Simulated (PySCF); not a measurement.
# Vibration and rotation of AlSe⁻

RHF-CCSD(T) constants of AlSe⁻, ¹Σ⁺ (singlet), closed shell (basis Al aug-cc-pVDZ-DK, Se aug-cc-pVDZ-DK; spin-free X2C with a Gaussian nucleus; PySCF 2.14; masses 26.9815 and 79.9165 u):

| Item | Value |
| --- | --- |
| ωe | 423.6 cm⁻¹ |
| ωexe | 1.32 cm⁻¹ |
| Be | 0.16159 cm⁻¹ |
| αe | 0.000747 cm⁻¹ |
| D (centrifugal) | 9.41e-08 cm⁻¹ |

Task: Estimate the standard entropy (1 bar) and heat capacity of the ideal gas at 1000 K, rigid rotor with B0 and harmonic oscillator at the fundamental.

Result: Translation (Sackur–Tetrode, M = 106.90 u): 192.3 J/(mol K). Rotation: q = kT/(σB0) = 4310 with σ = 1, 77.9. Vibration: x = hcν0/kT = 0.606, 12.61. S° = 282.8 J/(mol K); Cp = 7R/2 + 8.06 = 37.2 J/(mol K).

Correlated steps freeze 14 core orbitals.
